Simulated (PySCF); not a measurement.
Dipole moment (D) of eight silicon and germanium compounds: PBE beside CAM-B3LYP, computed with PySCF for isolated molecules in the bases named; differences from unrounded values. The eight are the first of their class met in an unordered collection, after screening for sound electronic states; none was chosen by its value, except that the dipole had to exceed 0.05 D. Each molecule has one DFT geometry for both levels.

```
molecule                                                  basis  CAM-B3LYP   PBE  difference
----------------------------------------------------  ---------  ---------  ----  ----------
C2H8FNOSi, SMILES O[Si@](F)(CC)N                      def2-TZVP       0.81  0.78       -0.03
C2H6F2OSi, SMILES C([Si@H](F)CF)O                     def2-TZVP       1.39  1.28       -0.11
C₄H₅NSi, SMILES C#C[SiH](N)C#C                        def2-TZVP       1.26  1.26        0.01
CH₃Cl₃OSi, SMILES CO[Si](Cl)(Cl)Cl                    def2-TZVP       1.85  1.74       -0.12
C4H12Si2, SMILES C=C(C)[SiH2][SiH2]C                  def2-TZVP       0.29  0.36        0.08
C2H4ClNOSi, SMILES N#CO[Si@H](Cl)C                    def2-TZVP       4.87  4.75       -0.12
F₂H₅NSi₂, SMILES F[SiH](F)N[SiH3]                     def2-TZVP       2.11  1.95       -0.16
Si(Cl)3(vinyl) (C₂H₃Cl₃Si), SMILES Cl[Si](Cl)(Cl)C=C  def2-TZVP       2.27  2.14       -0.13
```

PBE lies below CAM-B3LYP in 6 and above it in 2 of the eight; the mean signed difference is -0.07 and the largest -0.16 D.
